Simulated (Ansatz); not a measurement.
Species: GaCl, charge 0, triplet. GaCl (SMILES [Cl][Ga], triplet).
B3LYP-D3(BJ)/def2-TZVP minimum from Ansatz (a first-principles code):
```
Ga
Cl 1 2.1967
```
Charge 0, spin multiplicity 3.

Total energies in hartree (Ansatz). UHF or UKS for unpaired electrons; spin-orbit terms are left out. Correlated methods leave the cores frozen (noble-gas shells, and filled d and f shells in the p block). No relativity. Where a partner has so few electrons that a lower coupled-cluster level is exact, that level stands in. The spin of ClGa ([Cl][Ga], triplet) was assumed, and the state is the lowest solution found for it.

```tsv
species	HF/def2-TZVPP	CCSD(T)/def2-TZVPP	HF/def2-QZVPP	CCSD(T)/def2-QZVPP	CCSDT(Q)/def2-QZVPP
1: GaCl (SMILES [Cl][Ga], triplet)	-2382.73690	-2382.98623	-2382.79045	-2383.06221	-2383.06365
2: Ga (doublet)	-1923.22349	-1923.27127	-1923.26359	-1923.31275	-1923.31305
3: Cl (doublet)	-459.47685	-459.66464	-459.48954	-459.69535	-459.69632
```

Problem. Work out the atomisation energy (electronic, to ground-state atoms) in kcal/mol: take Hartree-Fock from def2-QZVPP, extrapolate the CCSD(T) correlation energy as X^-3 (X = 3, 4), and add CCSDT(Q) - CCSD(T) in def2-QZVPP. 1 hartree = 627.51 kcal/mol.

Solution. 
Species 1: correlation (64·(-0.27176) - 27·(-0.24933))/37 = -0.28813; step -0.00144; E1 = -2382.79045 + (-0.28813) + (-0.00144) = -2383.08002
Species 2: correlation (64·(-0.04916) - 27·(-0.04778))/37 = -0.05017; step -0.00030; E2 = -1923.26359 + (-0.05017) + (-0.00030) = -1923.31406
Species 3: correlation (64·(-0.20581) - 27·(-0.18779))/37 = -0.21896; step -0.00097; E3 = -459.48954 + (-0.21896) + (-0.00097) = -459.70947
-1·E1 +1·E2 +1·E3 = 0.05649 hartree = 35.4 kcal/mol.
